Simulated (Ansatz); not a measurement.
Consider the redistribution: `C#[C][AlH][OH]` + `O[SiH2][AlH][Cl]` → `C#[C][Al]([OH])[OH]` + `[SiH3][AlH][Cl]`.

Gas-phase electronic energies from Ansatz, PBE0-D4/def2-TZVP geometries. CCSD(T)/CBS is the MP2 limit (def2-TZVPP, def2-QZVPP) plus CCSD(T) − MP2 in def2-TZVPP, frozen cores. Functionals use def2-TZVPP. One conformer a species, not always the lowest.

```tsv
level	ΔE (kJ/mol)
BLYP	-65.4
SCS-MP2/def2-TZVPP	-66.8
```

Q: What does CCSD(T)/CBS give? (An estimate is asked.)

A: The calculation gave: -66.3 kJ/mol. The listed levels differ from it by 0.9, -0.5 kJ/mol.

Q: What do rigid-rotor, harmonic-oscillator terms from PBE0-D4/def2-TZVP frequencies (298.15 K, 1 bar) make of the CCSD(T)/CBS value? (Best estimate.)

A: The calculation gave: ΔZPE = +0.4 kJ/mol, ΔH = -65.6 kJ/mol, ΔS = 1 J/(mol·K), ΔG = -65.8 kJ/mol. Modes under 50 cm⁻¹ make the entropy rough.

Largest T1 diagnostic among the species: 0.014.

Leaving LDA and LC-ωPBE aside and taking each functional with its dispersion term where it has one, the values, not all of them listed here, spread over 11.0 kJ/mol, from r2SCANh-D4 to B97M-V. At CCSD(T), def2-SVP lies −13.4 kJ/mol from the extrapolated value and def2-TZVPP −2.6 kJ/mol.
